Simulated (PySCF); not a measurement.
## Working out the excitation energy of Ga

Ga [Ar] 3d10 4s2 4p1 (2P) → Ga [Ar] 3d10 4s2 4d1 (2D). Calculation: PySCF 2.14, in aug-cc-pVDZ-PP with ECP10MDF (5s4p3d, 32 functions); scalar relativity through the core potential. Frozen: 3s2 3p6 3d10. Energies in hartree (1 hartree = 27.21139 eV):

| part | Ga (lower) | Ga (upper) |
| --- | --- | --- |
| UHF | -258.291230 | -258.107941 |
| CCSD correlation | -0.043398 | -0.049668 |
| (T) | -0.000541 | -0.002487 |

What does Hartree-Fock give?

(-258.107941) − (-258.291230) = 0.183289 hartree = 4.988 eV.

What do CCSD and CCSD(T) give?

The CCSD correlation energies differ by -0.006270 hartree = -0.171 eV and the triples by -0.001946 hartree = -0.053 eV, so CCSD gives 4.817 eV and CCSD(T) 4.764 eV.

Measured between the centres of the two terms (NIST): 4.245 eV, so CCSD(T) (valence) is off by 0.519 eV.

A double-zeta basis recovers only part of the correlation energy.

The coupled-cluster amplitudes are large, so a single reference is strained.

What remains against the reference includes basis incompleteness, the frozen core and higher excitations.
